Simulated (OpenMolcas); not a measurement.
Lines of Sb3+: computed and rescaled rates

| Property | Result |
| --- | --- |
| Program | OpenMolcas 26.06 |
| Method | MS-CASPT2, IPEA 0.25 Eh, imaginary shift 0.1 Eh (closed shells correlated: 4d) |
| Basis | ANO-RCC [10s9p8d5f3g] |
| Scalar Hamiltonian | DKH2, point nucleus |
| Active space | 2 electrons in 8 orbitals (5s 5p 6s 6p) |
| State averaging | 2S+1 = 3 even, 3 roots; 2S+1 = 1 even, 7 roots; 2S+1 = 3 odd, 3 roots; 2S+1 = 1 odd, 3 roots |
| Spin-orbit coupling | state interaction with AMFI integrals over the reference wave functions, term energies averaged over their components |

Rates come from the transition moments of the reference wave functions (E1 and E2 in the length form). At fixed line strength A goes as λ^-3 for E1 and M1 and as λ^-5 for E2, so a rate at the computed wavelength can be rescaled to the measured one. Measured vacuum wavelengths follow from level energies in Moore, Atomic Energy Levels, vol. III, NSRDS-NBS 35 (1971 reprint of NBS Circular 467, 1958). Branching counts decays inside the model space alone, at computed energies, and the table is only a selection of the E1 lines, drawn from those between levels with measured partners whose computed energy lies within a factor of 1.5 of the measured one.

```
         Upper        Lower  Type  λ computed (nm)  λ measured (nm)  A computed (s-1)  A rescaled (s-1)  Branching %
       5p2 3P0  5s 5p 3P* 1    E1            115.8            117.1          3.95e+09          3.82e+09        100.0
5p2 3P2 [61 %]  5s 5p 3P* 2    E1            109.7            109.9          2.18e+09          2.17e+09         60.1
       5p2 3P1  5s 5p 3P* 2    E1            118.7            119.3          1.55e+09          1.53e+09         36.7
5p2 1D2 [61 %]  5s 5p 3P* 2    E1            118.1            119.9          1.10e+09                           42.0
       5p2 3P1  5s 5p 3P* 1    E1            112.1            111.5          1.09e+09          1.11e+09         25.9
5p2 3P2 [61 %]  5s 5p 1P* 1    E1            145.2              148          8.70e+08                           24.0
5p2 1D2 [61 %]  5s 5p 1P* 1    E1            160.3            166.7          8.18e+08          7.27e+08         31.3
5p2 1D2 [61 %]  5s 5p 3P* 1    E1            111.5              112          6.98e+08                           26.7
5p2 3P2 [61 %]  5s 5p 3P* 1    E1              104            103.3          5.74e+08          5.86e+08         15.9
```

Spin-changing lines and M1 lines between different terms are not rescaled, since their strength hangs on the term gaps too.

The largest correction is for 5p2 1D2 [61 %] → 5s 5p 1P* 1 (E1): 8.18e+08 × (160.3 / 166.7)^3 = 7.27e+08 s-1, a factor of 0.89.

The computed rate and branching of 5p2 3P0 → 5s 5p 3P* 1 give the upper level a radiative lifetime of 1.000 / 3.95e+09 s-1 = 2.53e-10 s, counting decays inside the model space alone. The rescaled rate gives about 2.6e-10 s.

The computed order of these levels differs from the measured one in 1 place, and where term gaps are wrong the rates of spin-changing lines can be off by large factors.

No measured rate stands beside these. Rescaling mends the energy factor alone: line strengths can still be far off where a level mixes with configurations outside the active space, and weak or spin-changing lines hang on small mixing coefficients that depend on the term gaps too, so rescaling need not improve them.

CASPT2 breaks the degeneracy within a term, and the mean is taken; among the terms shown or strongly mixed into the levels shown the widest spread is 46 cm-1 (5p2 1D). Over all roots computed the reference weight is 0.87 to 0.94; the roots of lowest weight are the least certain, and an intruder state may touch them. Active for correlation alone: 6p 6s; no level in the range computed is led by a configuration that fills them, so any true level of that kind is missing. The ¹D term of p² mixes with s d, which this space lacks. Measured partners are found by configuration, term and J. A level has none where our copy of the source lacks it or the pairing is in doubt (some pairs that miss far off the trend of their configuration count as doubtful). Levels of configurations outside the active space are missing.

A share in square brackets marks a mixed level and gives the weight of the term that names it. * marks odd parity.
